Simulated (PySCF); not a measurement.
Si(Cl)(F)2(NHMe) (CH4ClF2NSi), SMILES Cl[Si](NC)(F)F.

Geometry: ωB97X-D3(BJ)/def2-SVP. The structure was generated by enumeration, and PubChem lists no compound with its InChIKey, so it may never have been made. One conformer was computed; it need not be the lowest.

Computed with TDDFT-PBE/def2-SVPD in PySCF.

Vertical excitations. 

Problem. List the lowest excited states. (The exact figures need the calculation; the answer reports its results.)

Solution. 
```
state  energy (eV)  λ (nm)      f         main pairs
-----  -----------  ------  -----  -----------------
S1            5.73     217  0.005     HOMO→LUMO 99 %
S2            6.48     191  0.010  HOMO→LUMO+1 100 %
S3            6.87     180  0.004   HOMO→LUMO+2 98 %
S4            7.13     174  0.007   HOMO→LUMO+3 97 %
S5            7.64     162  0.034   HOMO→LUMO+4 82 %
S6            7.70     161  0.029   HOMO−1→LUMO 91 %
S7            7.77     160  0.060   HOMO−2→LUMO 90 %
S8            7.97     156  0.009   HOMO→LUMO+5 99 %
S9            8.16     152  0.012   HOMO→LUMO+6 96 %
S10           8.29     150  0.017   HOMO→LUMO+7 98 %
T1            5.49     226      0     HOMO→LUMO 99 %
T2            6.33     196      0  HOMO→LUMO+1 100 %
T3            6.72     185      0   HOMO→LUMO+2 99 %
T4            6.92     179      0   HOMO→LUMO+3 99 %
```
Triplets are in the Tamm–Dancoff approximation, which puts them higher than full response would, so one can lie above its singlet here.
